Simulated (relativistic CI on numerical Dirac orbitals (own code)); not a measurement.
# What each ingredient does to the levels of Pd³⁴⁺

Base calculation: Dirac-Coulomb-Breit CI, orbitals from a KLI potential per configuration, a model potential for QED, unscaled Slater integrals.

Configuration list (outside the closed core [Ne]): 3s², 3s3p, 3p², 3s3d, 3d², 3p3d, 3p4s, 3d4s, 3s4s, 3s4p, 3s4d, 3s4f, 3s5s, 3s5p, 3s5d, 3s5f, 4s², 3s5g, 3s6s, 3s6p, 3s6d. Levels of other configurations are missing.

Variants: (1) QED terms removed. Shifts of the energy above 3s² ¹S0, in eV, for the lowest level and the first level of each name with at least 55 % of one term (blank where a level changes its place among those of its configuration and J or its character, or is not in the variant):

| Level | Base | Δ(1) |
| --- | --- | --- |
| 3s² ¹S0 | 0.000 | 0.000 |
| 3s3p ³P°0 | 68.678 | +0.811 |
| 3s3p ³P°1 | 74.781 | +0.809 |
| 3s3p ³P°2 | 108.664 | +0.737 |
| 3s3p ¹P°1 | 131.677 | +0.755 |
| 3p² ³P0 | 165.691 | +1.637 |
| 3p² ¹D2 | 198.075 | +1.468 |
| 3p² ³P1 | 198.965 | +1.573 |
| 3s3d ³D1 | 227.159 | +0.826 |
| 3s3d ³D2 | 228.940 | +0.931 |
| 3s3d ³D3 | 235.585 | +0.800 |
| 3p² ¹S0 | 255.564 | +1.490 |
| 3s3d ¹D2 | 260.001 | +1.109 |
| 3p3d ³F°2 | 301.301 | +1.662 |
| 3p3d ³F°3 | 317.984 | +1.630 |
| 3p3d ³D°1 | 319.306 | +1.655 |
| 3p3d ³F°4 | 349.560 | +1.561 |
| 3p3d ³D°3 | 353.498 | +1.582 |
| 3p3d ³P°0 | 353.969 | +1.585 |
| 3p3d ³P°1 | 354.243 | +1.585 |
| 3p3d ¹F°3 | 372.849 | +1.571 |
| 3p3d ¹P°1 | 378.438 | +1.557 |

At this charge energies of transitions that change n are usually good to better than 1 %, and those within a shell (Δn = 0) to a few per cent.

Ionisation energy from the two ground configurations alone: base 2173.95 eV; QED terms removed 2174.75 eV. The NIST ASD value (semi-empirical) is 2181 eV.

LS names give the leading component of a level, which can be under half, so a name can repeat, a term be missing and a line seem to break the LS rules.
